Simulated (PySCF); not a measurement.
Species: C7H10OSi.
Numbering: `[CH:1]#[C:2][C:3]1=[CH:4][C@@H:5]([CH3:6])[Si@H:7]([OH:8])[CH2:9]1` (hydrogens: H10 on C1; H11 on C4; H12 on C5; H13, H14, H15 on C6; H16 on Si7; H17 on O8; H18, H19 on C9)

The same species was optimised twice, with GFN2-xTB and with PBE0-D3(BJ)/def2-SVP (PySCF), and the same property calculations (PySCF, gas phase) were run on both structures.

```tsv
coordinate	GFN2-xTB	PBE0-D3(BJ)/def2-SVP	change
Si7–O8 (Å)	1.631	1.669	+0.038
C3=C4 (Å)	1.334	1.354	+0.020
Si7–C9 (Å)	1.908	1.893	-0.015
C2–C3 (Å)	1.412	1.426	+0.014
C5–Si7 (Å)	1.918	1.903	-0.015
C1≡C2 (Å)	1.201	1.215	+0.014
C3–C9 (Å)	1.509	1.517	+0.008
C5–C6 (Å)	1.530	1.535	+0.005
C4–C5 (Å)	1.500	1.504	+0.004
C4–C5–Si7 (°)	104.2	101.7	-2.5
C4–C5–C6 (°)	110.2	112.3	+2.1
C3–C9–Si7 (°)	104.5	102.4	-2.1
C5–Si7–C9 (°)	93.4	95.3	+1.9
O8–Si7–C9 (°)	115.4	113.5	-1.9
C2–C3–C9 (°)	118.0	119.3	+1.3
C2–C3–C4 (°)	123.5	122.7	-0.8
C4–C3–C9 (°)	118.5	117.9	-0.6
```

Rotational constants: A = 2232, B = 950.4, C = 730.5 MHz (GFN2-xTB) against A = 2136, B = 968.4, C = 751.0 MHz (PBE0-D3(BJ)/def2-SVP). Point groups within 0.08 Å: C1 and C1.

On the GFN2-xTB structure: HOMO (eV) -6.74 [PBE0/pcSseg-1]; LUMO (eV) -0.56 [PBE0/pcSseg-1]; dipole (D) 1.03 [PBE0/pcSseg-1]; GIAO shielding of C1 (ppm) 99.5 [PBE0/pcSseg-1]; GIAO shielding of C2 (ppm) 99.0 [PBE0/pcSseg-1]; GIAO shielding of C3 (ppm) 59.0 [PBE0/pcSseg-1]; GIAO shielding of C4 (ppm) 30.5 [PBE0/pcSseg-1]; GIAO shielding of C5 (ppm) 153.2 [PBE0/pcSseg-1]; GIAO shielding of C6 (ppm) 168.9 [PBE0/pcSseg-1]; GIAO shielding of Si7 (ppm) 330.2 [PBE0/pcSseg-1]; GIAO shielding of O8 (ppm) 302.7 [PBE0/pcSseg-1].

Problem. What do these properties become on the PBE0-D3(BJ)/def2-SVP structure?

Solution. 
```csv
property,level,on GFN2-xTB,on PBE0-D3(BJ)/def2-SVP,change
HOMO (eV),PBE0/pcSseg-1,-6.74,-6.80,-0.06
LUMO (eV),PBE0/pcSseg-1,-0.56,-0.79,-0.23
dipole (D),PBE0/pcSseg-1,1.03,0.93,-0.10
"energy, GFN2-xTB geometry as zero (kcal/mol)",PBE0/pcSseg-1,0.0,-2.1,-2.1
GIAO shielding of C1 (ppm),PBE0/pcSseg-1,99.5,97.1,-2.4
GIAO shielding of C2 (ppm),PBE0/pcSseg-1,99.0,98.1,-0.9
GIAO shielding of C3 (ppm),PBE0/pcSseg-1,59.0,53.8,-5.2
GIAO shielding of C4 (ppm),PBE0/pcSseg-1,30.5,26.7,-3.8
GIAO shielding of C5 (ppm),PBE0/pcSseg-1,153.2,154.5,+1.3
GIAO shielding of C6 (ppm),PBE0/pcSseg-1,168.9,167.9,-1.0
GIAO shielding of Si7 (ppm),PBE0/pcSseg-1,330.2,325.1,-5.1
GIAO shielding of O8 (ppm),PBE0/pcSseg-1,302.7,299.8,-2.9
```

The heavy atoms differ by 0.132 Å rms after alignment. Among bonds between heavy atoms Si7–O8 changes most (+0.038 Å). Changes are differences of the printed values. Neither structure is proved a minimum here.
